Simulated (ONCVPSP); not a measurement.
# iron (Fe), ONCV: configuration errors across variants

```
Element                 : Fe (Z = 26)
Generator               : ONCVPSP 4.0.1
Type                    : optimised norm-conserving Vanderbilt (ONCV)
Functional              : PBE
Relativity              : scalar-relativistic
Frozen core             : [Ne]
Valence charge          : 16
Reference configuration : 3s2 3p6 3d6 (charge +2)
Partial waves           : 3s: rc 1.10 bohr, ncon 3, nbas 6, qcut 11.8 1/bohr, 2 projectors, debl 1.4 Ha; 3p: rc 1.05 bohr, ncon 5, nbas 8, qcut 16.8 1/bohr, 2 projectors, debl 3.8 Ha; 3d: rc 1.60 bohr, ncon 4, nbas 9, qcut 9.4 1/bohr, 2 projectors, debl 1.8 Ha
Local potential         : polynomial inside 0.75 bohr (lpopt 5, dvloc0 0 Ha)
Core correction         : Teter function, fcfact 2, rcfact 1.4
```

In the s channel the program set the typed energies aside and used -4.133, 0.250 Ha.

All-electron excitation energies from the reference (eV): (1) 3s2 3p6 3d6 4s2 -24.932; (2) 3s2 3p6 3d6 4s1 -16.203; (3) 3s2 3p6 3d5 34.223; (4) 3s2 3p6 3d5 4s2 -10.726.

1 further variants failed, have other tests or another functional or relativity, and are left out.

Errors AE − PS in meV (a dash: test not solved or not reliable):

```tsv
change	(1)	(2)	(3)	(4)	bound ghosts	GHOST(+) flags above zero
base	+10	+3.7	+86	+128	none	s
d: qcut 9	+11	+3.8	+94	+139	none	s
core correction Teter function, fcfact 7.7, rcfact 1.4	+10	+3.7	+87	+130	none	s
core correction polynomial model core, fcfact 0.25	+10	+3.6	+86	+128	none	s
core correction Teter function, fcfact 2, rcfact 0.92	+10	+3.7	+86	+129	none	s
local potential polynomial inside 0.75 bohr (lpopt 5, dvloc0 -2.5 Ha)	+10	+3.7	+86	+128	none	s
p: rc 1.16	+10	+3.7	+86	+128	none	s
```

Question: Give the same row for: d: nproj 1.

Answer: +10, +3.6, +51, +107; bound ghosts: none; GHOST(+) flags above zero: s.
